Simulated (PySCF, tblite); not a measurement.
Parent: `[CH3:1][c:2]1[n:3][n:4][cH:5][n:6]1[CH3:7]`, C4H7N3.

The geometries are computed with GFN2-xTB (gas phase). One conformer each, not checked by frequencies here.

```
coordinate of the parent    value
                   C1–C2  1.480 Å
                   C2–N3  1.302 Å
                   N3–N4  1.344 Å
                   N4–C5  1.297 Å
                   C5–N6  1.362 Å
                   N6–C7  1.433 Å
                   C2–N6  1.371 Å
                C1–C2–N3   126.7°
                C1–C2–N6   123.6°
                N3–C2–N6   109.7°
                C2–N3–N4   108.3°
                N3–N4–C5   107.8°
                N4–C5–N6   110.6°
                C5–N6–C7   128.6°
                C2–N6–C5   103.6°
                C2–N6–C7   127.8°
```

Task: How does the shared frame change in `[CH3:1][CH:2]([CH3:3])[c:4]1[n:5][n:6][cH:7][n:8]1[CH3:9]` with C1–C2–C4–N5 -78°, C6H11N3? Atoms pair as C1 = C2, C2 = C4, N3 = N5, N4 = N6, C5 = C7, N6 = N8, C7 = C9 (parent first).

Result: 
```csv
parent,relative,value in the relative,change
C1–C2,C2–C4,1.490 Å,+0.010
C2–N3,C4–N5,1.303 Å,+0.001
N3–N4,N5–N6,1.342 Å,-0.002
N4–C5,N6–C7,1.296 Å,-0.001
C5–N6,C7–N8,1.362 Å,0.000
N6–C7,N8–C9,1.434 Å,+0.001
C2–N6,C4–N8,1.371 Å,0.000
C1–C2–N3,C2–C4–N5,125.6°,-1.1
C1–C2–N6,C2–C4–N8,124.8°,+1.2
N3–C2–N6,N5–C4–N8,109.6°,-0.1
C2–N3–N4,C4–N5–N6,108.5°,+0.2
N3–N4–C5,N5–N6–C7,107.7°,-0.1
N4–C5–N6,N6–C7–N8,110.7°,+0.1
C5–N6–C7,C7–N8–C9,127.4°,-1.2
C2–N6–C5,C4–N8–C7,103.6°,0.0
C2–N6–C7,C4–N8–C9,129.0°,+1.2
```

Of the parent's bonds, C1–C2 changes most (+0.010 Å). Bonds of the relative outside the shared frame: C1–C2 1.532, C2–C3 1.528 Å. Point group Cs → C1.

Task: How does the shared frame change in `[CH3:1][c:2]1[n:3][n:4][c:5]([C:6]([F:7])([F:8])[F:9])[n:10]1[CH3:11]`, C5H6F3N3? Atoms pair as C1 = C1, C2 = C2, N3 = N3, N4 = N4, C5 = C5, N6 = N10, C7 = C11 (parent first).

Result: 
```
  parent    relative  value in the relative  change
   C1–C2       C1–C2                1.478 Å  -0.002
   C2–N3       C2–N3                1.306 Å  +0.004
   N3–N4       N3–N4                1.331 Å  -0.013
   N4–C5       N4–C5                1.303 Å  +0.006
   C5–N6      C5–N10                1.369 Å  +0.007
   N6–C7     N10–C11                1.437 Å  +0.004
   C2–N6      C2–N10                1.367 Å  -0.004
C1–C2–N3    C1–C2–N3                 125.6°    -1.1
C1–C2–N6   C1–C2–N10                 124.6°    +1.0
N3–C2–N6   N3–C2–N10                 109.8°    +0.1
C2–N3–N4    C2–N3–N4                 108.8°    +0.5
N3–N4–C5    N3–N4–C5                 107.6°    -0.2
N4–C5–N6   N4–C5–N10                 110.6°     0.0
C5–N6–C7  C5–N10–C11                 127.5°    -1.1
C2–N6–C5   C2–N10–C5                 103.3°    -0.3
C2–N6–C7  C2–N10–C11                 129.2°    +1.4
```

Of the parent's bonds, N3–N4 changes most (-0.013 Å). Bonds of the relative outside the shared frame: C5–C6 1.487, C6–F7 1.325, C6–F8 1.351, C6–F9 1.350 Å.

Task: How does the shared frame change in `[CH2:1]=[CH:2][c:3]1[n:4][n:5][cH:6][n:7]1[CH3:8]` with C1–C2–C3–N4 0°, C5H7N3? Atoms pair as C1 = C2, C2 = C3, N3 = N4, N4 = N5, C5 = C6, N6 = N7, C7 = C8 (parent first).

Result: 
```json
{"parent": "C1–C2", "relative": "C2–C3", "value in the relative": "1.442 Å", "change": "-0.038"}
{"parent": "C2–N3", "relative": "C3–N4", "value in the relative": "1.312 Å", "change": "+0.010"}
{"parent": "N3–N4", "relative": "N4–N5", "value in the relative": "1.335 Å", "change": "-0.009"}
{"parent": "N4–C5", "relative": "N5–C6", "value in the relative": "1.300 Å", "change": "+0.003"}
{"parent": "C5–N6", "relative": "C6–N7", "value in the relative": "1.359 Å", "change": "-0.003"}
{"parent": "N6–C7", "relative": "N7–C8", "value in the relative": "1.434 Å", "change": "+0.001"}
{"parent": "C2–N6", "relative": "C3–N7", "value in the relative": "1.375 Å", "change": "+0.004"}
{"parent": "C1–C2–N3", "relative": "C2–C3–N4", "value in the relative": "126.4°", "change": "-0.3"}
{"parent": "C1–C2–N6", "relative": "C2–C3–N7", "value in the relative": "124.3°", "change": "+0.7"}
{"parent": "N3–C2–N6", "relative": "N4–C3–N7", "value in the relative": "109.2°", "change": "-0.5"}
{"parent": "C2–N3–N4", "relative": "C3–N4–N5", "value in the relative": "108.5°", "change": "+0.2"}
{"parent": "N3–N4–C5", "relative": "N4–N5–C6", "value in the relative": "107.9°", "change": "+0.1"}
{"parent": "N4–C5–N6", "relative": "N5–C6–N7", "value in the relative": "110.7°", "change": "+0.1"}
{"parent": "C5–N6–C7", "relative": "C6–N7–C8", "value in the relative": "127.9°", "change": "-0.7"}
{"parent": "C2–N6–C5", "relative": "C3–N7–C6", "value in the relative": "103.7°", "change": "+0.1"}
{"parent": "C2–N6–C7", "relative": "C3–N7–C8", "value in the relative": "128.5°", "change": "+0.7"}
```

Of the parent's bonds, C1–C2 changes most (-0.038 Å). Bonds of the relative outside the shared frame: C1=C2 1.328 Å. Point group Cs → Cs.

Task: How does the shared frame change in `[CH3:1][n:2]1[cH:3][n:4][n:5][c:6]1[C:7]([CH3:8])([CH3:9])[CH3:10]`, C7H13N3? Atoms pair as C1 = C7, C2 = C6, N3 = N5, N4 = N4, C5 = C3, N6 = N2, C7 = C1 (parent first).

Result: 
| parent | relative | value in the relative | change |
| --- | --- | --- | --- |
| C1–C2 | C7–C6 | 1.500 Å | +0.020 |
| C2–N3 | C6–N5 | 1.304 Å | +0.002 |
| N3–N4 | N5–N4 | 1.340 Å | -0.004 |
| N4–C5 | N4–C3 | 1.295 Å | -0.002 |
| C5–N6 | C3–N2 | 1.363 Å | +0.001 |
| N6–C7 | N2–C1 | 1.436 Å | +0.003 |
| C2–N6 | C6–N2 | 1.374 Å | +0.003 |
| C1–C2–N3 | C7–C6–N5 | 123.3° | -3.4 |
| C1–C2–N6 | C7–C6–N2 | 127.6° | +4.0 |
| N3–C2–N6 | N5–C6–N2 | 109.2° | -0.5 |
| C2–N3–N4 | C6–N5–N4 | 109.0° | +0.7 |
| N3–N4–C5 | N5–N4–C3 | 107.3° | -0.5 |
| N4–C5–N6 | N4–C3–N2 | 111.0° | +0.4 |
| C5–N6–C7 | C3–N2–C1 | 124.8° | -3.8 |
| C2–N6–C5 | C6–N2–C3 | 103.6° | 0.0 |
| C2–N6–C7 | C6–N2–C1 | 131.7° | +3.9 |

Of the parent's bonds, C1–C2 changes most (+0.020 Å). Bonds of the relative outside the shared frame: C7–C8 1.535, C7–C9 1.534, C7–C10 1.533 Å. Point group Cs → C1.

Task: How does the shared frame change in `[CH3:1][n:2]1[cH:3][n:4][n:5][c:6]1-[c:7]1[cH:8][cH:9][cH:10][cH:11][cH:12]1` with N5–C6–C7–C8 -143°, C9H9N3? Atoms pair as C2 = C6, N3 = N5, N4 = N4, C5 = C3, N6 = N2, C7 = C1 (parent first).

Result: 
```csv
parent,relative,value in the relative,change
C2–N3,C6–N5,1.310 Å,+0.008
N3–N4,N5–N4,1.337 Å,-0.007
N4–C5,N4–C3,1.298 Å,+0.001
C5–N6,C3–N2,1.362 Å,0.000
N6–C7,N2–C1,1.435 Å,+0.002
C2–N6,C6–N2,1.373 Å,+0.002
N3–C2–N6,N5–C6–N2,109.4°,-0.3
C2–N3–N4,C6–N5–N4,108.5°,+0.2
N3–N4–C5,N5–N4–C3,107.7°,-0.1
N4–C5–N6,N4–C3–N2,110.9°,+0.3
C5–N6–C7,C3–N2–C1,126.7°,-1.9
C2–N6–C5,C6–N2–C3,103.5°,-0.1
C2–N6–C7,C6–N2–C1,129.7°,+1.9
```

Of the parent's bonds, C2–N3 and N3–N4 change most and about equally (-0.007 to +0.008 Å). Bonds of the relative outside the shared frame: C6–C7 1.454, C7–C8 1.393, C8–C9 1.384, C9–C10 1.384, C10–C11 1.386, C11–C12 1.381, C7–C12 1.394 Å. Point group Cs → C1.
